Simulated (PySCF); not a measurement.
A side-by-side comparison of computed properties.

First species: C₈H₈OSi.
Geometry (PBE0-D3(BJ)/def2-SVP, Å), atoms numbered from 1 in this order:
```xyz
18
C8H8OSi angstrom
C     -2.8079   -0.3060   -0.6914
C     -1.5056   -0.1430   -0.9932
C     -0.5635    0.0560    0.1424
C      0.8461    0.2355   -0.1343
C      1.5752    0.2488   -1.3005
C      2.9323    0.4666   -0.9252
C      2.9271    0.5708    0.4357
O      1.6791    0.4343    0.9158
C     -1.1170    0.0543    1.3849
Si    -2.9506   -0.2102    1.1759
H     -3.5678   -0.4567   -1.4605
H     -1.1223   -0.1505   -2.0189
H      1.1866    0.1145   -2.3068
H      3.7986    0.5369   -1.5789
H      3.7094    0.7375    1.1717
H     -0.5072    0.1932    2.2785
H     -3.7953    0.9280    1.6558
H     -3.4723   -1.4636    1.8048
```

Second species: C7H12BN.
SMILES: `C1CB(C#N)[C@H](C)CC1`

Levels: PBE0/def2-SVPD for HOMO energy, LUMO energy, HOMO–LUMO gap and static isotropic polarisability; TDDFT PBE0/def2-SVPD for lowest singlet excitation; TDA PBE0/def2-SVPD for lowest triplet excitation (Tamm–Dancoff); ΔSCF PBE0/def2-SVPD for vertical ionisation energy and vertical electron affinity. Geometries: PBE0-D3(BJ)/def2-SVP. Each structure is a single optimised conformer of the isolated species, non-relativistic unless stated. Electronic properties by PySCF.

The conformers computed, where there is a choice (atom-mapped SMILES and torsion angles):
- `[CH:1]1=[CH:2][C:3]([c:4]2[cH:5][cH:6][cH:7][o:8]2)=[CH:9][SiH2:10]1`: C2–C3–C4–C5 -1°

The conformers of `C[C@@H]1CCCCB1C#N` aren't listed.

Q: Which of the two has the higher vertical ionisation energy, and by how much?

A: The second: 10.01 eV against 7.75 eV, a difference of 2.26 eV.

Q: Which has the higher S1 energy?

A: The second: 4.57 eV against 3.81 eV, a difference of 0.76 eV.

Q: Which of the two has the higher vertical electron affinity, and by how much?

A: The second: 0.46 eV against 0.28 eV, a difference of 0.18 eV.

Q: Which has the higher HOMO energy?

A: The first: -6.19 eV against -8.28 eV, a difference of 2.09 eV.

Q: Which of the two has the higher static isotropic polarisability, and by how much?

A: The first: 128.4 au against 97.3 au, a difference of 31.1 au.

Q: Which of the two has the higher LUMO energy, and by how much?

A: The first: -1.81 eV against -2.13 eV, a difference of 0.32 eV.

Q: Which has the higher HOMO–LUMO gap?

A: The second: 6.15 eV against 4.38 eV, a difference of 1.77 eV.

Q: Which of the two has the higher T1 energy, and by how much?

A: The second: 4.17 eV against 2.27 eV, a difference of 1.90 eV.

On the first: No computed singlet falls in the visible range (750 to 380 nm, 1.65 to 3.26 eV); S1 lies 0.55 eV above its blue end. From the two ΔSCF values, the fundamental gap I − A is 7.47 eV and the Mulliken electronegativity (I + A)/2 is 4.02 eV.

On the second: −ε(LUMO) is 2.13 eV against a ΔSCF electron affinity of 0.46 eV. The ΔSCF ionisation energy exceeds −ε(HOMO) by 1.73 eV with PBE0.
